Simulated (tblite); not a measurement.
Compound: C₃H₁₃N₃Si₂.
Cartesian coordinates in Å at the GFN2-xTB level; atoms count from 1:
```
atom  x, y, z in Å
N1    -0.547    1.534   -1.527
Si2   -0.758    0.963    0.096
N3    -0.575    2.206    1.278
C4    -2.149   -0.295    0.474
C5    -1.139   -1.458    0.411
C6     0.192   -0.674    0.423
N7     1.181   -1.170   -0.503
Si8    2.855   -0.860   -0.323
H9    -0.938    2.424   -1.791
H10   -0.620    0.888   -2.295
H11    0.344    2.607    1.377
H12   -1.265    2.940    1.297
H13   -2.968   -0.401   -0.235
H14   -2.588   -0.199    1.464
H15   -1.232   -2.006   -0.527
H16   -1.234   -2.171    1.229
H17    0.644   -0.703    1.415
H18    0.815   -1.192   -1.444
H19    3.266    0.555   -0.386
H20    3.228   -1.381    0.994
H21    3.478   -1.591   -1.426
```

All values are computed: GFN2-xTB (tblite) harmonic vibrations without scaling, gas phase. Against measured fundamentals such values can be off by several per cent, at times by over 20. Modes of hydrogen on silicon can be 10 to 20 % off. One conformer, not necessarily the lowest.

Harmonic wavenumbers (cm⁻¹): 39.1, 50.9, 81.4, 106.6, 126.5, 164.0, 179.6, 192.0, 204.4, 226.5, 331.9, 352.4, 470.9, 494.4, 533.2, 558.5, 565.9, 594.0, 668.4, 693.0, 728.9, 750.3, 767.3, 808.3, 824.6, 831.1, 858.6, 899.8, 918.1, 942.3, 984.6, 1033.9, 1065.2, 1156.1, 1177.5, 1186.6, 1216.9, 1249.8, 1284.8, 1389.1, 1477.1, 1497.6, 1513.7, 1515.8, 2142.4, 2244.8, 2250.8, 2957.4, 2976.0, 2996.3, 3000.7, 3022.9, 3430.8, 3464.0, 3470.9, 3499.8, 3508.7.

A = 1985, B = 914.9, C = 785.3 MHz; mass 147.065 u (most abundant isotopes); point group C1, symmetry number 1.

**Question.** Zero-point energy?

**Answer.** ½Σν̃ = 35839 cm⁻¹ = 102.47 kcal/mol.

**Question.** What is S at 400 K and 1 bar for an ideal gas of classical rigid rotors and harmonic oscillators?

**Answer.** Translation 42.35, rotation 30.68, vibration 53.58: S = 126.6 cal/(mol K).

**Question.** And Cp and H(400 K) − H(0)?

**Answer.** Cp = 58.71 cal/(mol K), of which vibrations give 50.76 (their classical limit is 57 R = 113.3); H(400 K) − H(0) = 13.99 kcal/mol without the zero-point energy, 10.81 from vibrations.

**Question.** What must be added to the electronic energy to get the Gibbs energy at 400 K and 1 bar?

**Answer.** ZPE + [H(400 K) − H(0)] − T·S = 102.47 + 13.99 − 50.64 = 65.82 kcal/mol.

**Question.** Blend soft modes into free rotors: weight 1/[1 + (100 cm⁻¹/ν̃)⁴] for the oscillator and the rest for a rotor with moment μB/(μ + B), μ = h/(8π²ν), B = 10⁻⁴⁴ kg m². What vibrational entropy results?

**Answer.** 48.96 cal/(mol K) in place of 53.58, which changes −T·S at 400 K by +1.85 kcal/mol.

Hindered rotation and anharmonicity are outside this model. Other conformers, if any are populated, would add a mixing term that is left out. The structure is chiral; the term R ln 2 for an equal mix with its mirror image is left out.
